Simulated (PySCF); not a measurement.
C₃H₁₄Si₃.
Z-matrix (Å and degrees, GFN2-xTB geometry), rows numbered from 1:
```
C 
C   1  1.5228
C   2  1.5254  1  112.87
Si  3  1.9204  2  114.65  1    62.35
Si  4  2.3257  3  111.07  2   -84.51
Si  4  2.3245  3  109.14  2    45.75
H   1  1.0883  2  110.42  3   174.34
H   1  1.0884  2  110.59  3    54.48
H   1  1.0880  2  110.97  3   -65.71
H   2  1.0946  1  108.80  3  -121.36
H   2  1.0939  1  109.17  3   121.82
H   3  1.0926  2  108.85  1   -61.04
H   3  1.0923  2  108.29  1  -176.05
H   4  1.4843  3  102.94  2   160.86
H   5  1.4679  4  112.12  3    96.92
H   5  1.4651  4  111.69  3  -144.33
H   5  1.4670  4  114.41  3   -23.69
H   6  1.4666  4  114.71  3    46.66
H   6  1.4652  4  111.37  3   167.36
H   6  1.4676  4  112.08  3   -73.84
```

Method used: PySCF, TDDFT PBE0/def2-SVPD, vertical, gas phase, core orbitals frozen in the response.

Frontier orbitals with the atoms that hold most of them (Löwdin shares over 4%, at most four atoms; ? is withheld):

```csv
orbital,ε (eV),atoms
LUMO+2,0.31,"Si6 22%, Si4 22%, Si5 18%, H20 9%"
LUMO+1,-0.02,"Si4 24%, Si5 14%, Si6 12%, H14 7%"
LUMO,-0.47,"Si4 24%, Si5 23%, Si6 20%, H17 9%"
HOMO,?,?
HOMO-1,-8.16,?
HOMO-2,-8.73,"Si4 26%, H14 23%, Si5 9%, C3 9%"
HOMO-3,-9.53,"C2 18%, Si5 12%, H11 11%, C1 10%"
```

Task: Give the leading atoms of the HOMO.

Result: Si4 (bonded to C, 2 Si and H) 28%; Si5 (bonded to Si and 3 H) 26%; Si6 (bonded to Si and 3 H) 12%; C3 (bonded to C, Si and 2 H) 8%. By element: silicon 67%, carbon 8% or more.

Task: Give the leading atoms of the HOMO-1.

Result: Si4 (bonded to C, 2 Si and H) 24%; C3 (bonded to C, Si and 2 H) 24%; Si6 (bonded to Si and 3 H) 18%; C2 (bonded to 2 C and 2 H) 6%. By element: silicon 42% or more, carbon 30% or more.

Task: What is the HOMO energy, and the HOMO–LUMO gap?

Result: ε(HOMO) = -8.03 eV; the gap is 7.56 eV (0.2780 hartree).

Task: The HOMO–LUMO gap is 7.56 eV. Where does the response calculation put the lowest singlet, and from which orbitals?

Result: S1 is at 6.47 eV (f = 0.085), 1.09 eV below the gap, made of HOMO→LUMO (85%), HOMO→LUMO+1 (9%). 

Task: Give energy, strength and leading configuration of S1, S2 and S3, and follow the Löwdin shares of the leading atoms from the occupied to the empty orbital.

Result: 
- S1 (6.47 eV, f 0.085), HOMO→LUMO (85%): Si4 28% → 24%, Si5 26% → 23%
- S2 (6.64 eV, f 0.012), HOMO-1→LUMO (90%): Si4 24% → 24%, C3 24% → at most 9%, Si5 at most 7% → 23%
- S3 (6.87 eV, f 0.120), HOMO→LUMO+1 (72%): Si4 28% → 24%, Si5 26% → 14%

One conformer stands for the species.
